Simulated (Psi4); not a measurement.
Psi4 input (wB97X-D/6-311+G**):

```
memory 1500 MB

molecule {
1 1
B     0.00000000    0.00000000    0.00000000
H     0.00000000    0.00000000    1.17438077
H    -0.00000000   -0.00000000   -1.17438077
symmetry c1
no_reorient
no_com
}

set {
  basis 6-311+G**
  reference rks
  scf_type pk
  dft_radial_points 99
  dft_spherical_points 590
  e_convergence 1e-8
  d_convergence 1e-7
  maxiter 150
}

e = energy('wb97x-d')
print_out(f'\nFINAL {e:.10f} DIPOLE {variable("CURRENT DIPOLE")[0]:.6f} {variable("CURRENT DIPOLE")[1]:.6f} {variable("CURRENT DIPOLE")[2]:.6f}\n')
```

**Question.** What final total energy does it give?

**Answer.** -25.62728 Eh.
